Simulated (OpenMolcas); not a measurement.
Pr4+: ligand-field states by method

Pr4+ with 6 ligands (fluoride) in trigonal antiprismatic coordination (D3d) at 2.09 Å, a polar angle of 56.4° against the regular 54.74°. A charge of +0.333 e stands 3.2 Å behind each ligand. Ligand basis ANO-RCC-VDZP.
```
Pr    0.0000    0.0000    0.0000
F     0.0000    1.7404    1.1573
F    -1.5072   -0.8702    1.1573
F     1.5072   -0.8702    1.1573
F     0.0000   -1.7404   -1.1573
F     1.5072    0.8702   -1.1573
F    -1.5072    0.8702   -1.1573
```

```yaml
Program: OpenMolcas 26.06
Basis: ANO-RCC-VDZP [7s6p4d2f1g]
Scalar_Hamiltonian: DKH2, point nucleus
Active_space: 1 electron in 7 orbitals (4f)
State_averaging: 2S+1 = 2 odd, 7 roots
Spin-orbit_coupling: state interaction with AMFI integrals over the reference wave functions
```

I. CASSCF
II. SS-CASPT2, IPEA 0.25 Eh, imaginary shift 0.1 Eh (closed shells correlated: 5s 5p and the ligand valence shells)

Spin-free states (labels of D3, the rotations of D3d) in cm-1, each column counted from its own energy of the first state listed:

```json
{"State": "2A2", "Degeneracy": "1", "I": "0", "II": "0"}
{"State": "2E", "Degeneracy": "2", "I": "1025", "II": "1040"}
{"State": "2A1", "Degeneracy": "1", "I": "1210", "II": "1420"}
{"State": "2E", "Degeneracy": "2", "I": "3272", "II": "3760"}
{"State": "2A2", "Degeneracy": "1", "I": "3604", "II": "4230"}
```

From I to II, I's first state of the same spin (2E) moves from 1025 to 1040 cm-1, by about +20 cm-1.

With spin-orbit coupling the lowest J multiplet is 1654 (I), 1871 (II) cm-1 wide, a factor of 1.13 from I to II.

χT at 300 K: I 0.28, II 0.26 cm3 K/mol.

Roots that are degenerate in the reference are averaged as groups; the widest CASPT2 spread within a group is 35 cm-1 (the 2-fold group of multiplicity 2 near 3760 cm-1 above the lowest state of its run, II). Shifts and gaps below about the spread of the groups concerned are not significant. Over all roots computed the reference weight is 0.71 in II; a low but even weight reflects the number of correlated electrons. Splittings of an f shell from a small cluster at a set distance can be off by tens of per cent, mostly too small (holds for II). The distance lies 3 % under the 2.16 Å that this model takes as the normal distance (a Shannon-type radius plus a fixed donor radius); by an R⁻⁵ law this alone changes a d-shell field by about +18 %. No measured value stands beside these numbers; the geometry is a model, was not optimised and need not be the one that this ion takes.
